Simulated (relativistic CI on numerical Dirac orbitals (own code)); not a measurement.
## O I: what numerical and physical settings do to a radial Dirac CI calculation

Reference input:

```
atom O  Z=8  charge=0  electrons=8
nucleus A=16  rms_radius_fm=2.6991
hamiltonian dirac-coulomb  breit=on  qed=on  c_scale=1
orbitals kli  potential=per-configuration
slater_scale 1
correlation none
mixing on
grid step=0.0125 r_max=62.6
scf mixing=0.4 start=green max_iterations=150 tolerance=2e-08 node_fill=0.05
configurations
  [He] 2s2 2p4
end
```

Computed lowest total energy -74.85098 Ha, first excitation 155.3 cm⁻¹, 10 SCF steps. Runs with settings changed; * marks those that are bad on purpose:

```
                                                Changed        Outcome  Lowest level   ΔE (Ha)  First excitation (cm⁻¹)  SCF steps               Message
                                       Slater scale 0.6      converged      2p4 3P_2    0.0159                    155.6         10                      
       node fill of the KLI weights 0.01, QED terms off      converged      2p4 3P_2   -0.0048                    153.7         10                      
QED terms off, SCF tolerance 0.0001, iteration limit 20      converged      2p4 3P_2  -0.00477                    154.8          6                      
                         end of the grid at 1.88 bohr *  not converged                                                           8  orbital 1s not found
                                       SCF mixing 1.3 *      converged      2p4 3P_2  9.08e-11                    155.3          9
```

With so few configurations and no correlation, terms lie too far apart (by 10 to 50 % near neutrality), their order can be wrong, and levels of other configurations are missing.
